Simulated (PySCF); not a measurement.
**Orbital picture of InN⁻**

ωB97X at R = 2.071 Å; In aug-cc-pVDZ-PP with ECP28, N aug-cc-pVDZ; scalar-relativistic core potentials (PySCF 2.14). State: ²Π (doublet), unpaired electrons π ↑. Only the outer orbitals are listed, counted within each symmetry, core potentials removing the inner ones.

```
spin  orbital  occ.  ε (eV)  on In (%)           main shells (%)
   α       5σ     1  -15.90         32           68 N s, 31 In d
   α       6σ     1   -6.23         65           63 In s, 30 N p
   α       3π     1   -4.24          8                    92 N p
   α       3π     1   -3.23         12           88 N p, 10 In p
   α       7σ     1   -2.51         49  46 N p, 28 In p, 20 In s
   α       4π     0    3.74        105                  104 In p
   α       4π     0    3.85        103                  103 In p
   α       8σ     0    3.92         89   77 In p, 16 N s, 9 In s
   β       5σ     1  -14.14         13           86 N s, 10 In d
   β       6σ     1   -5.99         73           70 In s, 21 N p
   β       7σ     1   -1.94         46  48 N p, 32 In p, 14 In s
   β       3π     1   -1.69         34           66 N p, 32 In p
   β       3π     0    3.43        101                  101 In p
   β       8σ     0    3.78         90           81 In p, 17 N s
   β       4π     0    3.79         99                   99 In p
```

Problem. Which are the highest filled and the lowest empty level, where do they sit, and how wide is the gap?

Solution. Highest filled β 3π at -1.69 eV (in %: 66 N p, 32 In p); lowest empty β 3π at 3.43 eV (in %: 101 In p); the gap at ωB97X is 5.12 eV. Both belong to one degenerate shell, split only by its one-sided filling, so this is no excitation gap. An empty level above zero is unbound, and its energy depends on the basis.

| Quantity | Value |
| --- | --- |
| bond order (Mayer) | 1.54 |
| ⟨S²⟩ | 0.837 |
| charge on In (Mulliken, basis-dependent) | 0.13 |
| charge on In (Löwdin, basis-dependent) | 0.03 |
| dipole moment (positive dipole points towards N; it is taken about the centre of mass and depends on that origin) | -4.73 D |

Shares are Mulliken populations and can fall outside 0 to 100 %.

Spin–orbit coupling is left out. The state was picked by a PBE0 search and need not be the measured ground state.
